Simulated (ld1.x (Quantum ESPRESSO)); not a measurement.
**An all-electron radial function and its pseudo partner (N)**

Columns: radius, all-electron u(r) and pseudo u(r) of the 2s shell (level -18.42 eV) of nitrogen in the configuration [He] 2s2 2p3; LDA (PZ), scalar-relativistic, RRKJ scheme, ld1.x (Quantum ESPRESSO) 7.5.

| r (bohr) | all-electron | pseudo |
| --- | --- | --- |
| 0.115 | 0.3891 | -0.0569 |
| 0.230 | 0.2307 | -0.1735 |
| 0.345 | -0.0661 | -0.3131 |
| 0.460 | -0.3515 | -0.4436 |
| 0.575 | -0.5772 | -0.5896 |
| 0.690 | -0.7349 | -0.7349 |
| 0.805 | -0.8315 | -0.8315 |
| 0.920 | -0.8791 | -0.8791 |
| 1.035 | -0.8895 | -0.8895 |
| 1.150 | -0.8733 | -0.8733 |
| 1.265 | -0.8391 | -0.8391 |
| 1.380 | -0.7934 | -0.7934 |
| 1.495 | -0.7411 | -0.7411 |
| 1.610 | -0.6857 | -0.6857 |
| 1.725 | -0.6296 | -0.6296 |
| 1.840 | -0.5746 | -0.5746 |
| 1.955 | -0.5217 | -0.5217 |
| 2.070 | -0.4717 | -0.4717 |
| 2.185 | -0.4251 | -0.4251 |
| 2.300 | -0.3819 | -0.3819 |
| 2.415 | -0.3422 | -0.3422 |
| 2.530 | -0.3059 | -0.3059 |
| 2.645 | -0.2730 | -0.2730 |
| 2.760 | -0.2432 | -0.2432 |
| 2.875 | -0.2163 | -0.2163 |
| 2.990 | -0.1922 | -0.1922 |

How many radial nodes do the two functions have?

The all-electron 2s function has n − l − 1 = 1; the pseudo-wave has 0, since the states of the same l below it are removed with the core.

At about which radius was the pseudo-wave matched?

0.70 bohr, where the columns begin to agree (steps of 0.12 bohr).

Is the pseudo-wave norm-conserving?

Yes: the RRKJ scheme keeps the norm inside the radius equal to the all-electron one, which fixes the energy derivative of the logarithmic derivative at the level.
